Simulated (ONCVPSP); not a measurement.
## boron (B): variants of one ONCV potential

Base potential:

- Element: B (Z = 5)
- Generator: ONCVPSP 4.0.1
- Type: optimised norm-conserving Vanderbilt (ONCV)
- Functional: PBEsol
- Relativity: scalar-relativistic
- Frozen core: [He]
- Valence charge: 3
- Reference configuration: 2s2 (charge +1)
- Partial waves: 2s: rc 1.20 bohr, ncon 4, nbas 8, qcut 6.1 1/bohr, 2 projectors, debl 3.9 Ha; p scattering state at 0.11 Ha: rc 1.20 bohr, ncon 5, nbas 9, qcut 5.7 1/bohr, 1 projector
- Local potential: polynomial inside 0.80 bohr (lpopt 5, dvloc0 1 Ha)
- Core correction: none

In the p channel the program set the typed energies aside and used 0.050 Ha.

Cutoffs, loose and tight: the cutoffs (Ha) at which the residual kinetic energy of the hardest occupied pseudo-wave falls to 1 and 0.1 mHa per electron. They do not see the model core or the augmentation charge, which bear on the density cutoff. Test errors are all-electron minus pseudo excitation energies from the reference, over the configurations 2s2 2p1; 2s1; 2s2 2p0.5; 2s0 2p3. A dash means not determined; rows that change the core or the reference have their own tests. The largest error is taken over the tests solved by every variant that gives reliable tests at all: 2s1; 2s2 2p0.5; 2s2 2p1.

A true bound ghost makes a file unfit for plane-wave use even where its test errors are small: the radial tests pick states by their node count and pass the ghost by.

| change | outcome | cutoff, loose | cutoff, tight | bound ghosts | GHOST(+) flags above zero | largest test error (meV) |
| --- | --- | --- | --- | --- | --- | --- |
| base | generated, projector energies reset by the program | 13 Ha | 17 Ha | p | s | +26 |
| p: qcut 6.3 | generated, projector energies reset by the program | 13 Ha | 17 Ha | p | s | +26 |
| s: nbas 9 | generated, projector energies reset by the program | 13 Ha | 17 Ha | p | s | +26 |
| p: ncon 4, nbas 8 | generated, projector energies reset by the program | 13 Ha | 17 Ha | p | s | +26 |
| all radii scaled by about 0.77 (s 0.92, p 0.92 bohr); local potential polynomial inside 0.62 bohr (lpopt 5, dvloc0 1 Ha) | failed: ERROR pspot: first pseudo wave function has node, program will stop | – | – | – | – | – |
| s: rc 0.98 | failed: ERROR pspot: first pseudo wave function has node, program will stop | – | – | – | – | – |

(1) What comes out with this change to the base: local potential polynomial inside 0.75 bohr (lpopt 5, dvloc0 0 Ha)?

(2) What comes out with this change to the base: s: qcut 7.6; p: qcut 7.1?

(3) What comes out with this change to the base: reference 2s2 2p0.5; wave p scattering state at 0.11 Ha: rc 1.20 bohr, ncon 5, nbas 9, qcut 5.7 1/bohr, 1 projector becomes 2p: rc 1.20 bohr, ncon 5, nbas 9, qcut 5.7 1/bohr, 1 projector?

Answers

(1) outcome: generated, projector energies reset by the program; cutoff, loose: 13 Ha; cutoff, tight: 17 Ha; bound ghosts: none; GHOST(+) flags above zero: none; largest test error (meV): +26.

(2) outcome: generated, projector energies reset by the program; cutoff, loose: 14 Ha; cutoff, tight: 18 Ha; bound ghosts: none; GHOST(+) flags above zero: s, p; largest test error (meV): +26.

(3) outcome: generated; cutoff, loose: 43 Ha; cutoff, tight: 157 Ha; bound ghosts: none; GHOST(+) flags above zero: s, p; largest test error (meV): +55.
